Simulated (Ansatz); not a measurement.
A series at Sn: from `[OH][SnH]([OH])[OH]`, ligands are replaced one by one, each step taking up H₂ and setting free H₂O; n counts the steps. Ansatz, PBE0-D4/def2-TZVP geometries. Each molecule was computed in one conformer, which needn't be the lowest.

CBS adds triple-zeta CCSD(T) − MP2 to the MP2 limit, frozen cores; atoms without spin–orbit coupling. Elements past krypton have def2 core potentials. Outer-core shells of Sn are correlated without core-valence functions. Spin–orbit coupling is left out.

| n | molecule | atomization energy, CCSD(T)/CBS (kJ/mol) |
| --- | --- | --- |
| 0 | `[OH][SnH]([OH])[OH]` | 2686.9 |
| 1 | `[OH][SnH2][OH]` | 2153.2 |
| 2 | `[OH][SnH3]` | ? |
| 3 | `[SnH4]` | 1104.7 |

**Question.** By hand: fit a straight line y = ȳ + b (n − n̄) to the 3 given rows and predict n = 2.

**Answer.** n̄ = 1.333, ȳ = 1981.60; Σ(n − n̄)(y − ȳ) = -2459.10, Σ(n − n̄)² = 4.667, so b = -526.91 kJ/mol a step. Prediction: 1981.60 + (-526.91) × (0.667) = 1630.2 kJ/mol.

**Question.** By hand: compare with the computed value, 1619.7 kJ/mol, and give the steps along the whole series.

**Answer.** The line misses by -10.5 kJ/mol (computed minus predicted). Steps: -533.7, -533.5, -515.0 kJ/mol.

The steps differ by up to 18.7 kJ/mol, small against a whole step but well beyond the method's doubt, so the ligands' effects don't simply add. The miss is 0.7 % of the series' range. The energies themselves are unsure by some kJ/mol a bond, though much of that is common to the series.
